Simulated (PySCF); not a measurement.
O (SMILES [O-]), charge -1, doublet (in this run its highest filled SCF level lies above zero, so its values depend strongly on the basis, on diffuse functions most of all); PySCF with PBE/6-311G**.

The PySCF input:
```python
from pyscf import gto, scf, dft

mol = gto.M(
    atom='''
O     0.00000000    0.00000000    0.00000000
''',
    basis='6-311g**',
    charge=-1,
    spin=1,
    verbose=4,
)

mf = dft.UKS(mol)
mf.xc = 'pbe'
mf.kernel()
```

Question: What does PySCF print? Leave out banner, timings and long lists.

Answer: 
```
PySCF version 2.14.0

[INPUT] verbose = 4
[INPUT] num. atoms = 1
[INPUT] num. electrons = 9
[INPUT] charge = -1
[INPUT] spin (= nelec alpha-beta = 2S) = 1
[INPUT] symmetry False subgroup None
[INPUT] Mole.unit = angstrom
[INPUT] Symbol           X                Y                Z      unit          X                Y                Z       unit  Magmom
[INPUT]  1 O      0.000000000000   0.000000000000   0.000000000000 AA    0.000000000000   0.000000000000   0.000000000000 Bohr   0.0

nuclear repulsion = 0
number of shells = 8
number of NR pGTOs = 31
number of NR cGTOs = 18
basis = 6-311g**
ecp = {}

******** <class 'pyscf.dft.uks.UKS'> ********
method = UKS
initial guess = minao
damping factor = 0
level_shift factor = 0
DIIS = <class 'pyscf.scf.diis.CDIIS'>
diis_start_cycle = 1
diis_space = 8
diis_damp = 0
SCF conv_tol = 1e-09
SCF conv_tol_grad = None
SCF max_cycles = 50
direct_scf = True
direct_scf_tol = 1e-13
number electrons alpha = 5  beta = 4
XC library pyscf.dft.libxc version 7.1.2
    S. Lehtola, C. Steigemann, M. J. T. Oliveira, and M. A. L. Marques,  SoftwareX 7, 1–5 (2018)
XC functionals = pbe
    J. P. Perdew, K. Burke, and M. Ernzerhof,  Phys. Rev. Lett. 77, 3865 (1996)
    J. P. Perdew, K. Burke, and M. Ernzerhof,  Phys. Rev. Lett. 78, 1396 (1997)
    J. P. Perdew, K. Burke, and M. Ernzerhof,  Phys. Rev. Lett. 77, 3865 (1996)
    J. P. Perdew, K. Burke, and M. Ernzerhof,  Phys. Rev. Lett. 78, 1396 (1997)
radial grids:
    Treutler-Ahlrichs [JCP 102, 346 (1995); DOI:10.1063/1.469408] (M4) radial grids

becke partition: Becke, JCP 88, 2547 (1988); DOI:10.1063/1.454033
pruning grids: <function nwchem_prune>
grids dens level: 3
symmetrized grids: False
atomic radii adjust function: <function treutler_atomic_radii_adjust>
small_rho_cutoff = 0
Set gradient conv threshold to 3.16228e-05
tot grids = 14088
init E= -74.9239659962822

cycle= 1 E= -74.890445028635  delta_E= 0.0335  |g|= 0.532  |ddm|= 0.51
cycle= 2 E= -74.7813874577648  delta_E= 0.109  |g|= 0.785  |ddm|= 0.82
cycle= 3 E= -75.0015053843497  delta_E= -0.22  |g|= 0.0127  |ddm|= 0.472
cycle= 4 E= -75.0015612088192  delta_E= -5.58e-05  |g|= 0.000649  |ddm|= 0.00704
cycle= 5 E= -75.0015615431919  delta_E= -3.34e-07  |g|= 0.000143  |ddm|= 0.00085
cycle= 6 E= -75.0015615573336  delta_E= -1.41e-08  |g|= 1.61e-05  |ddm|= 0.000192
cycle= 7 E= -75.0015615575605  delta_E= -2.27e-10  |g|= 5.02e-06  |ddm|= 3.83e-05
Extra cycle  E= -75.0015615576712  delta_E= -1.11e-10  |g|= 5.02e-06  |ddm|= 3.24e-05
converged SCF energy = -75.0015615576712  <S^2> = 0.75088294  2S+1 = 2.0008827
```
